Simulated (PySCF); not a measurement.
Hg²⁺ (mercury, charge +2) across methods

[Xe] 4f14 5d9 6p1, one real determinant (an excited configuration). All numbers are calculated (PySCF 2.14, scalar relativity through the core potential, in aug-cc-pVDZ-PP with ECP60MDF (5s5p4d2f, 54 functions)).

```json
{"method": "TPSSh", "E (hartree)": "-151.8667", "mean ε 5d α (eV)": "-34.358", "mean ε 5d β (eV)": "-33.457", "mean ε 6p α (eV)": "-17.698", "Σ⟨r²⟩ (bohr²)": "39.44", "⟨S²⟩": "2.000"}
{"method": "r2SCAN0", "E (hartree)": "-151.9183", "mean ε 5d α (eV)": "-35.988", "mean ε 5d β (eV)": "-34.956", "mean ε 6p α (eV)": "-18.338", "Σ⟨r²⟩ (bohr²)": "39.32", "⟨S²⟩": "2.001"}
{"method": "r2SCAN", "E (hartree)": "-151.9665", "mean ε 5d α (eV)": "-34.046", "mean ε 5d β (eV)": "-33.053", "mean ε 6p α (eV)": "-17.676", "Σ⟨r²⟩ (bohr²)": "39.29", "⟨S²⟩": "2.001"}
{"method": "PBE0", "E (hartree)": "-151.9076", "mean ε 5d α (eV)": "-35.634", "mean ε 5d β (eV)": "-34.681", "mean ε 6p α (eV)": "-18.188", "Σ⟨r²⟩ (bohr²)": "39.44", "⟨S²⟩": "2.000"}
{"method": "UHF", "E (hartree)": "-151.08113", "mean ε 5d α (eV)": "-40.798", "mean ε 5d β (eV)": "-39.552", "mean ε 6p α (eV)": "-19.643", "Σ⟨r²⟩ (bohr²)": "39.83", "⟨S²⟩": "2.001"}
{"method": "CAM-B3LYP", "E (hartree)": "-151.8646", "mean ε 5d α (eV)": "-37.033", "mean ε 5d β (eV)": "-36.148", "mean ε 6p α (eV)": "-19.313", "Σ⟨r²⟩ (bohr²)": "39.50", "⟨S²⟩": "2.000"}
{"method": "LDA", "E (hartree)": "-151.6434", "mean ε 5d α (eV)": "-33.712", "mean ε 5d β (eV)": "-32.832", "mean ε 6p α (eV)": "-17.665", "Σ⟨r²⟩ (bohr²)": "39.54", "⟨S²⟩": "2.000"}
{"method": "wB97M-V", "E (hartree)": "-151.8378", "mean ε 5d α (eV)": "-38.090", "mean ε 5d β (eV)": "-37.201", "mean ε 6p α (eV)": "-20.054", "Σ⟨r²⟩ (bohr²)": "39.48", "⟨S²⟩": "2.000"}
```

Question: Estimate the same row for PBE.

Answer: E (hartree) = -151.9332; mean ε 5d α (eV) = -33.563; mean ε 5d β (eV) = -32.688; mean ε 6p α (eV) = -17.502; Σ⟨r²⟩ (bohr²) = 39.46; ⟨S²⟩ = 2.000.

⟨L²⟩ = 8.01 against 12 for a pure F term, so this real determinant mixes terms. Energies and moments cover only the electrons outside the core potential. Spin-orbit coupling, absent here, splits the open shell strongly.
